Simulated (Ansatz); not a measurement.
Al₅Sb₄H₁₆⁻, a cluster cut from zinc blende AlSb (hydrogen-capped). The state is a singlet with charge -1. Geometry PBE-D4/def2-SVP; atoms count from 1.

```xyz
25

Sb   -0.0480   -2.0168    1.2821
Sb    1.2482    1.8647    1.6665
Sb    1.2485   -0.7427   -2.3737
Sb   -2.0066    1.0868   -0.7101
Al    1.3835   -2.9775   -0.7947
Al    1.3886   -0.5198    3.0073
Al   -2.5685   -1.1561    0.7246
Al   -0.9431    3.1585    0.6528
Al   -0.9337    0.7160   -3.1589
H    -0.3145   -3.4461    2.2090
H     2.4033    1.7838    0.3956
H     2.1377    3.0173    2.5890
H     2.2326   -1.0132   -3.7632
H     2.3308    0.3911   -1.6622
H    -3.5676    1.7015   -1.1086
H     2.9340   -3.2236   -0.4319
H     0.5667   -4.1003   -1.6131
H     2.9400   -0.9507    3.0764
H     0.5739   -0.2484    4.3722
H    -3.2888   -0.7275    2.1016
H    -3.2818   -2.2286   -0.2450
H    -1.8206    3.5202    1.9563
H    -0.4147    4.3407   -0.3067
H    -1.8079   -0.3101   -4.0426
H    -0.3920    2.0807   -3.8226
```

In the def2 sets Sb takes a core potential; there is no spin–orbit coupling.

(1) Estimate the Mulliken populations from the PBE0/def2-SVP orbitals of Ansatz.

(2) And the Mayer bond orders between heavy atoms (over 0.3)?

## Answers

(1) 
```csv
atom,charge (e)
Sb1,-0.43
Sb2,-0.11
Sb3,-0.12
Sb4,-0.43
Al5,0.37
Al6,0.37
Al7,0.38
Al8,0.37
Al9,0.37
H10,-0.03
H11,-0.03
H12,-0.04
H13,-0.04
H14,-0.03
H15,-0.03
H16,-0.16
H17,-0.16
H18,-0.16
H19,-0.16
H20,-0.16
H21,-0.16
H22,-0.16
H23,-0.16
H24,-0.16
H25,-0.16
```
Mulliken values depend strongly on the basis.

(2) Sb1–Al5 0.71 (2.70 Å); Sb1–Al6 0.71 (2.70 Å); Sb1–Al7 0.65 (2.72 Å); Sb2–Al6 0.60 (2.74 Å); Sb2–Al8 0.60 (2.74 Å); Sb3–Al5 0.60 (2.74 Å); Sb3–Al9 0.60 (2.74 Å); Sb4–Al7 0.65 (2.72 Å); Sb4–Al8 0.71 (2.70 Å); Sb4–Al9 0.71 (2.70 Å).
